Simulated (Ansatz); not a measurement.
`CB(F)CI` + silanol → `CB(F)O[SiH3]` + `CI` at 400 K and 1 bar (ligand exchange at a B–C bond).

Gas-phase electronic energies from Ansatz, PBE0-D4/def2-TZVP geometries. CCSD(T)/CBS is the MP2 limit (def2-TZVPP, def2-QZVPP) plus CCSD(T) − MP2 in def2-TZVPP, frozen cores. def2 core potentials past Kr. For I outer-core shells are correlated without core-valence functions, which leaves a few kJ/mol of doubt a bond. One conformer a species, not always the lowest.

```json
{"species": "`CB(F)CI`", "CCSD(T)/CBS energy (Eh)": "-501.22393", "H − E (kJ/mol)": "217.5", "S (J/(mol·K))": "389.5"}
{"species": "`O[SiH3]`", "CCSD(T)/CBS energy (Eh)": "-366.69042", "H − E (kJ/mol)": "120.0", "S (J/(mol·K))": "276.4"}
{"species": "`CB(F)O[SiH3]`", "CCSD(T)/CBS energy (Eh)": "-530.66692", "H − E (kJ/mol)": "227.8", "S (J/(mol·K))": "398.8"}
{"species": "`CI`", "CCSD(T)/CBS energy (Eh)": "-337.29646", "H − E (kJ/mol)": "111.8", "S (J/(mol·K))": "267.3"}
```

H − E and S are ideal-gas, rigid-rotor, harmonic terms from PBE0-D4/def2-TZVP, for one conformer and one mirror image of each species. 1 Eh = 2625.50 kJ/mol, R = 8.31446 J/(mol·K).

**Question.** By hand: ΔE, ΔH, ΔS and ΔG.

**Answer.** ΔE = (-530.66692) + (-337.29646) − (-501.22393) − (-366.69042) = -0.04903 Eh = -128.7 kJ/mol. Δ(H − E) = 227.8 + 111.8 − 217.5 − 120.0 = 2.1, so ΔH = -126.6 kJ/mol. ΔS = 398.8 + 267.3 − 389.5 − 276.4 = 0.2 J/(mol·K). ΔG = -126.6 − 400 × (0.2)/1000 = -126.7 kJ/mol.

**Question.** By hand: the equilibrium constant, and the temperature at which ΔG would vanish if ΔH and ΔS stayed fixed.

**Answer.** log₁₀ K = −ΔG/(RT ln 10) = 16.5. ΔH and −TΔS have one sign here, so there is no such temperature. One of them is within its doubt of zero, so this could turn.

The number of gas molecules stays the same, so ΔS is small and ΔH decides. A doubt of 5 kJ/mol in ΔE shifts log₁₀ K by 0.7 here. Other conformers and mirror images would add mixing entropy, several J/(mol·K) or more a flexible species. Modes under 60 cm⁻¹, often nearly free rotors, make the harmonic entropy too high. These are equilibria of isolated gas molecules and say nothing of rates. Largest T1 diagnostic: 0.012 (customary marks: 0.02 for closed shells, 0.045 for open ones).
